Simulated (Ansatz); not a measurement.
`C[SiH2]C(C)O` + H₂O → `CC(O)[SiH2]O` + CH₄  (formal hydrolysis of the Si–C bond)

Computed with Ansatz on PBE0-D4/def2-TZVP structures; ΔE is electronic, products minus reactants. CCSD(T)/CBS is the MP2 limit (def2-TZVPP, def2-QZVPP) plus CCSD(T) − MP2 in def2-TZVPP, frozen cores. This one scheme is used for every species. DFT in def2-TZVPP. Each species was taken in one conformer, which may not be the lowest.

CCSD(T)/CBS gives -96.8 kJ/mol.

(1) Another level gave -108.2 kJ/mol. Which?
A. PBE0-D4/def2-TZVPP
B. r2SCAN/def2-TZVPP
C. RPA@PBE/def2-TZVPP
D. CAM-B3LYP/def2-TZVPP

Largest T1 diagnostic among the species: 0.011.

Answers

(1) D. CAM-B3LYP -108.2, RPA@PBE/def2-TZVPP -98.8, PBE0-D4 -92.5, r2SCAN -103.1 kJ/mol.

At CCSD(T), def2-SVP lies −3.2 kJ/mol from the extrapolated value and def2-TZVPP −2.5 kJ/mol. Leaving LDA and LC-ωPBE aside and taking each functional with its dispersion term where it has one, the values, not all of them listed here, spread over 17.6 kJ/mol, from BHLYP-D4 to revPBE-D4.

CCSD(T)/CBS has its own doubt, a few kJ/mol and more with outer-core shells, so smaller differences from it don't rank the levels.
